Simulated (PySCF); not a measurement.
CH₇Ge₂NO.
Numbering: `[O:1]=[CH:2][N:3]([GeH3:4])[GeH3:5]` (hydrogens: H6 on C2; H7, H8, H9 on Ge4; H10, H11, H12 on Ge5)

Method: core-valence-separated Tamm–Dancoff BHandHLYP/aug-pcX-1 (pcseg-1 on H, def2-SVPD on Ge) in PySCF, non-relativistic, gas phase, PBE0-D3(BJ)/def2-SVP geometry.

Computed nitrogen K-edge spectrum, Gaussian lines of 0.5 eV full width, highest printed point 100; it ends one width below the last computed root. Absolute energies from this functional tend to lie a few eV below measured edges; no shift was applied.

(photon energy (eV), absorption): (398.6, 0), (398.7, 2), (398.8, 6), (398.9, 15), (399.0, 31), (399.1, 51), (399.2, 70), (399.3, 81), (399.4, 80), (399.5, 69), (399.6, 54), (399.7, 43), (399.8, 43), (399.9, 57), (400.0, 81), (400.1, 99), (400.2, 100), (400.3, 81), (400.4, 53), (400.5, 27), (400.6, 11), (400.7, 4), (400.8, 1), (400.9, 1), (401.0, 1), (401.1, 1), (401.2, 1), (401.3, 2), (401.4, 3)

**Question.** Where are the maxima, and which lines make them up?

**Answer.** 2 maxima:
- 399.3 eV: N3 (amide nitrogen), 399.26 eV, f = 0.025, 69 % of the height at the exact maximum; N3 (amide nitrogen), 399.52 eV, f = 0.015, 31 % of the height at the exact maximum
- 400.2 eV: N3 (amide nitrogen), 400.16 eV, f = 0.042, 100 % of the height at the exact maximum

Roots within 0.03 eV on the same or equivalent atoms count as one line; shares under 12 % aren't listed.

Vibrational structure and lifetime widths aren't in the curve. The ionisation threshold wasn't computed; near and above it a finite basis only mimics Rydberg series and continuum. Relativistic effects, spin–orbit coupling among them, are left out although an element past zinc is present.

The values belong to the conformer `[O:1]=[CH:2][N:3]([GeH3:4])[GeH3:5]`: O1–C2–N3–Ge4 -179°.
